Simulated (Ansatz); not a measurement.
Reaction (homolysis of the In–N bond): `[OH][InH][NH][SiH3]` → `[OH][InH]`• + `[NH][SiH3]`•

Computed with Ansatz on PBE0-D4/def2-TZVP structures; ΔE is electronic, products minus reactants. CCSD(T)/CBS is the MP2 limit (def2-TZVPP, def2-QZVPP) plus CCSD(T) − MP2 in def2-TZVPP, frozen cores. DFT in def2-TZVPP. No spin–orbit coupling; open shells (•) take unrestricted orbitals. def2 core potentials past Kr. For In outer-core shells are correlated without core-valence functions, which leaves a few kJ/mol of doubt a bond. Each species was taken in one conformer, which may not be the lowest.

```csv
level,ΔE (kcal/mol),difference from CCSD(T)/CBS
PBE0-D4,79.2,-8.4
r2SCANh-D4,76.2,-11.4
CAM-B3LYP-D4,79.9,-7.7
ωB97X-V,84.0,-3.6
ωB97M-V,83.1,-4.5
B2PLYP,79.5,-8.1
PBE-QIDH,84.2,-3.4
PBE0,77.4,-10.2
r2SCAN0,75.6,-12.0
CAM-B3LYP,78.1,-9.5
RPA@PBE/def2-TZVPP,79.3,-8.3
HF/def2-TZVPP,54.4,-33.2
SCS-MP2/def2-TZVPP,88.3,0.7
CCSD/def2-TZVPP,81.3,-6.3
SCS-MP2/def2-QZVPP,90.6,3.0
CCSD/CBS(def2),85.1,-2.5
CCSD(T)/CBS,87.6,0
```

(1) What do rigid-rotor, harmonic-oscillator terms from PBE0-D4/def2-TZVP frequencies (298.15 K, 1 bar) make of the CCSD(T)/CBS value? (Best estimate.)

Largest T1 diagnostic among the species: 0.021.

Answers

(1) Computed: ΔZPE = -4.1 kcal/mol, ΔH = +84.2 kcal/mol, ΔS = 177 J/(mol·K), ΔG = +71.6 kcal/mol. Open shells count their whole term as degenerate.

Leaving LDA and LC-ωPBE aside and taking each functional with its dispersion term where it has one, the values, not all of them listed here, spread over 11.0 kcal/mol, from BLYP-D4 to PBE-QIDH. LDA lies +16.6 kcal/mol from PBE without D4, its usual overbinding. At CCSD(T), def2-SVP lies −6.8 kcal/mol from the extrapolated value and def2-TZVPP −3.7 kcal/mol: correlation converges slowly with the basis, and small sets miss more of it in the bonded molecule than in its fragments.
